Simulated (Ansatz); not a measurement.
The cluster Na2Cl3, relaxed as a doublet with UKS PBE-D4/def2-SVP in Ansatz, starting from the GFN1-xTB geometry. Force threshold 0.02 eV/Å.

The relaxation made no stability test and no search for a lower SCF solution. The structure comes from a short search, and lower isomers may exist.

Start:

Cartesian coordinates in Å:
```
Na 1.5721 -0.6806 -1.3581
Na -0.6558 -0.2688 1.1129
Cl -1.8638 1.8072 0.6919
Cl 1.1058 -1.9307 0.6460
Cl -0.1582 1.0729 -1.0928
```

| step | energy (eV) | largest force component (eV/Å) | SCF passes |
| --- | --- | --- | --- |
| 1 | -46368.7086 | 0.821 | 17 |
| 2 | -46368.8477 | 0.212 | 19 |
| 3 | -46368.8642 | 0.044 | 18 |
| 4 | -46368.8669 | 0.036 | 19 |
| 5 | -46368.8806 | 0.104 | 22 |
| 6 | -46368.8851 | 0.197 | 18 |
| 7 | -46368.9027 | 0.158 | 18 |
| 8 | -46368.9378 | 0.102 | 18 |
| 9 | -46368.9682 | 0.155 | 19 |
| 10 | -46369.0095 | 0.183 | 19 |
| 11 | -46369.0642 | 0.187 | 20 |
| 12 | -46369.1249 | 0.110 | 21 |
| 13 | -46369.1414 | 0.019 | 20 |

Force components are those of the run's own axes.

End:

```csv
atom,x (Å),y (Å),z (Å)
Na1,1.482,0.281,-0.502
Na2,-1.179,-0.798,0.705
Cl3,-0.431,1.816,0.709
Cl4,1.095,-1.879,0.734
Cl5,-0.967,0.579,-1.645
```

Bonds formed: Na1–Cl3 (atoms count from 1). The end is the same structure that another start reached, the lowest one found.

No frequencies were taken in this run, so the end may be a saddle point.

It took 15 s on 4 threads of Arm Neoverse V1 on a shared host.
